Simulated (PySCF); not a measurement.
**How the method changes the constants of MgIn⁻**

State: ³Σ⁻ (triplet), unpaired electrons π ↑↑. Set-up: PySCF, scalar-relativistic core potentials, basis sets Mg def2-SVPD, In def2-SVPD with ECP28. De refers to Mg + In⁻ in their high-spin ground configurations, without counterpoise correction. The functionals are run spin-unrestricted. A positive dipole points towards In; it is taken about the centre of mass and depends on that origin.

| Level | Re (Å) | ωe (cm⁻¹) | De (eV) | μ (D) |
| --- | --- | --- | --- | --- |
| ROHF-MP2 | 2.846 | 196 | n/a | n/a |
| PBE | 2.854 | 189 | 1.27 | 4.24 |
| BP86 | 2.854 | 186 | 1.20 | 4.10 |
| r²SCAN | 2.813 | 201 | 1.29 | 3.91 |
| PBE0 | 2.851 | 189 | 1.14 | 3.89 |
| BHandHLYP | 2.899 | 168 | n/a | 3.54 |
| B2PLYP | 2.877 | 183 | n/a | 3.59 |

Problem. What does a quarter of exact exchange do here, going from PBE to PBE0?

Solution. PBE0 less PBE: -0.3 pm in Re, +0.0 % in ωe, -0.13 eV in De. Exact exchange removes part of the self-interaction that spreads semilocal densities, and in most molecules shortens and stiffens the bond and lowers De; so it does here.

Correlated steps freeze 5 core orbitals. These are scalar-relativistic numbers at best; spin–orbit coupling would shift them, the dissociation energy most. For an ion De counts to the pair picked by the measured ionisation energies or electron affinities, which need not be the lowest pair at this level. The highest Kohn–Sham level is positive in this anion. Much of that is self-interaction error, but it also means that the finite basis helps to hold the extra electron. B2PLYP dipoles, levels and charges come from its SCF part alone. The state was picked by a PBE0 search and need not be the measured ground state.
